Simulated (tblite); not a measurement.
Br4Si, singlet, at a GFN2-xTB geometry; IPEA1-xTB run with tblite 0.6.0.

Here is a job for tblite.
```
$ tblite run mol.xyz --method ipea1 --charge 0 --spin 0 --json tblite.json --no-restart

# file mol.xyz
5

Br    -1.17323056    -1.47491552    -1.15313296
Si    -0.00000000     0.00000000     0.00000000
Br    -1.10588810     1.91049470     0.09264373
Br     1.94952819     0.32466689    -0.98767029
Br     0.32959047    -0.76024607     2.04815951
```

It wrote (shortened):

```
xTB calculator
 | screened Coulomb repulsion
 | Coulomb electrostatics
 |  * isotropic Klopman-Ohno-Mataga-Nishimoto electrostatics
 |  * onsite third-order electrostatics
 | DFT-D3(BJ) dispersion correction

halogen bonding energy    0.0000000000000E+00 Eh
repulsion energy          7.5568250733602E-02 Eh
dispersion energy        -3.8419220354832E-03 Eh
number of electrons       3.2000000000000E+01 e
integral cutoff           2.8146159136829E+01 bohr

------------------------------------------------------------
  cycle        total energy    energy error   density error
------------------------------------------------------------
      1     -17.71896316231  -1.7790689E+01   4.6474078E-01
      2     -17.72244290042  -3.4797381E-03   2.8130926E-01
      3     -17.60568040755   1.1676249E-01   1.8047783E-01
      4     -17.73830570920  -1.3262530E-01   1.7871328E-02
      5     -17.73850710305  -2.0139385E-04   7.6911211E-03
      6     -17.73861378630  -1.0668324E-04   6.9855580E-04
      7     -17.73861490071  -1.1144158E-06   4.2314786E-04
      8     -17.73861549572  -5.9500730E-07   4.7739434E-05
      9     -17.73861550341  -7.6901401E-09   1.0952891E-07
------------------------------------------------------------

electronic energy        -1.7810341832107E+01 Eh
total energy             -1.7738615503409E+01 Eh

Post processing:
 | Mayer-Wiberg bond orders

[Info] JSON dump of results written to 'tblite.json'
```
